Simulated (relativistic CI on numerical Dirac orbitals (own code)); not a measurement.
## One change at a time: Tc²⁹⁺

Base calculation: Dirac-Coulomb-Breit CI, KLI orbitals optimised for each configuration, a model potential for QED, unscaled Slater integrals.

Configuration list (outside the closed core [Ne]): 3s2 3p2, 3s 3p3, 3s2 3p 3d, 3p4, 3s 3p2 3d, 3p3 3d, 3s 3p 3d2, 3s2 3d 4p, 3p3 4s, 3s 3p 3d 4s, 3p3 4p, 3s2 3p 4s, 3s2 3p 4p, 3p2 3d 4p, 3s2 3p 4d, 3s 3p2 4s, 3s2 3p 4f, 3s 3p2 4p, 3s 3p2 4d, 3s 3p2 4f, 3s2 3p 5s, 3s2 3p 5p, 3s2 4s 4p, 3s2 3p 5d, 3s2 3p 5f, 3s2 3p 5g, 3s 3p 4s2, 3s 3p2 5s, 3s2 3d2, 3s 3d3, 3p2 3d2, 3p 3d3, 3p 3d2 4s, 3p 3d2 4p, 3p 3d2 4d, 3s2 3d 4s, 3s 3d2 4s, 3s 3p 3d 4p, 3s 3d2 4p, 3s 3d 4s 4p, 3s 3d 4p2, 3s 3d 4p 4d, 3p2 3d 4s, 3p 3d 4s2, 3p 3d 4s 4p, 3p 3d 4s 4d, 3s2 4s2, 3s 3d 4s2, 3s2 4p2, 3s 3p 4s 4p, 3s 4s2 4p, 3s 4s 4p2, 3s 4s 4p 4d. Double excitations out of closed p, d and f shells are left out; levels of such configurations are missing from the list, as are those of other unlisted configurations, and high levels can miss mixing partners. These lack a partner that the ground configuration has and come out too high: 3s 3p2 4d, 3s 3p2 4f, 3s 3p2 5s, 3s2 3p 4f, 3s2 3p 5s.

The lowest level and the first level of each name with at least 55 % of one term (blank where a level has no safe partner in the second run):

```csv
Level,Base (cm⁻¹),Shift (cm⁻¹)
3s2 3p2 3P_0,0,0
3s2 3p2 3P_1,182438,-421
3s2 3p2 1S_0,519254,-770
3s 3p3 5S°_2,740396,+4290
3s 3p3 3D°_3,984531,+3482
3s 3p3 3P°_0,1067518,+3648
3s 3p3 3P°_1,1088869,+3507
3s2 3p 3d 3F°_3,1183745,+76
3s2 3p 3d 3F°_4,1342596,-466
3s2 3p 3d 3P°_0,1412983,+121
3s2 3p 3d 3D°_3,1413759,+35
3s2 3p 3d 1F°_3,1523428,-310
3s2 3p 3d 1P°_1,1582589,+673
3s 3p2 3d 5F_1,1627005,+4863
3s 3p2 3d 5D_1,1777091,+4727
3s 3p2 3d 5F_4,1806432,+4387
3s 3p2 3d 5F_5,1874164,+4303
3s 3p2 3d 5P_2,1931777,+4401
3s 3p2 3d 5P_1,1941071,+4402
3s 3p2 3d 3G_3,1995392,+4576
3s 3p2 3d 3D_3,2045999,+4448
3s 3p2 3d 3G_4,2051783,+4248
```

At this charge energies of transitions that change n are usually good to better than 1 %, and those within a shell (Δn = 0) to a few per cent.

Question: One thing was changed in a second run, which moved the levels as shown. Which?
A. Breit term removed
B. configuration mixing switched off
C. QED terms removed
D. P86 correlation estimate

Answer: C. QED terms removed. QED shifts follow the density of s (and p1/2) electrons at the nucleus, so configurations move by their count of such electrons; where none moves, the smaller shifts of p3/2 electrons and of j = l + 1/2 against j = l − 1/2 set the pattern.

LS names give the leading component of a level, which can be under half, so a name can repeat, a term be missing and a line seem to break the LS rules.
